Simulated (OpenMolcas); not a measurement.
**N: effect of the active space**

* Program: OpenMolcas 26.06
* Method: SS-CASPT2, IPEA 0.25 Eh, imaginary shift 0.1 Eh
* Basis: ANO-RCC-VDZP
* Scalar Hamiltonian: DKH2, point nucleus
* Spin-orbit coupling: state interaction with AMFI integrals over the reference wave functions, term energies averaged over their components

A. 3 electrons in 3 orbitals (2p); 2S+1 = 4 odd, 1 root; 2S+1 = 2 odd, 8 roots; closed shells correlated: 1s 2s; CASPT2 step of the order of 0.9 core-seconds
B. 5 electrons in 4 orbitals (2s 2p); 2S+1 = 4 odd, 1 root; 2S+1 = 2 odd, 8 roots; 2S+1 = 4 even, 3 roots; closed shells correlated: 1s; CASPT2 step about 1.4 core-seconds

Energies in cm-1 above 2s2 2p3 4S* 3/2, the measured ground level; measured values from NIST Handbook of Basic Atomic Spectroscopic Data.

```
          Level      A      B  Measured
2s2 2p3 4S* 3/2    0.0    0.0       0.0
2s2 2p3 2D* 3/2  21410  21420     19233
2s2 2p3 2D* 5/2  21410  21430     19224
2s2 2p3 2P* 1/2  33240  30770     28839
2s2 2p3 2P* 3/2  33250  30770     28839
```

Deviations, from unrounded energies. A percentage is the sum of absolute deviations over the sum of measured energies, with the sign that they share, or ± where signs differ.

```tsv
Against measurement	Levels	A	B
mean absolute deviation (cm-1)	4	3300	2100
other terms of the ground configuration (%)	4	+13.7	+8.6
```

B lies closest to measurement on these levels. The largest miss of B in the table is 2s2 2p3 2D* 5/2, by +2200 cm-1. The ranking rests on the paired levels alone, and a cruder setting can come out closer through cancelling errors.

Between A and B the level of the table that moves most is 2s2 2p3 2P* 3/2, by 2500 cm-1 (lowest in B, highest in A). Moves below CASPT2's spread within the term are not significant.

Term energies are means over components that CASPT2 splits; among the terms shown or strongly mixed into the levels shown the widest spread is 140 cm-1 (2s2 2p3 2P*, A). With the s shell closed, the reference lacks s² → p² mixing (holds for A). Some terms miss by over 15 % even with CASPT2, which points to a basis or an active space too small for the shells correlated (holds for A). Measured partners are found by configuration, term and J. A level has none where our copy of the source lacks it or the pairing is in doubt (some pairs that miss far off the trend of their configuration count as doubtful), and it then counts in no deviation. Levels of configurations outside the active space are missing. The table leaves out levels that lie high or whose names do not pair safely across all columns.

* marks odd parity.
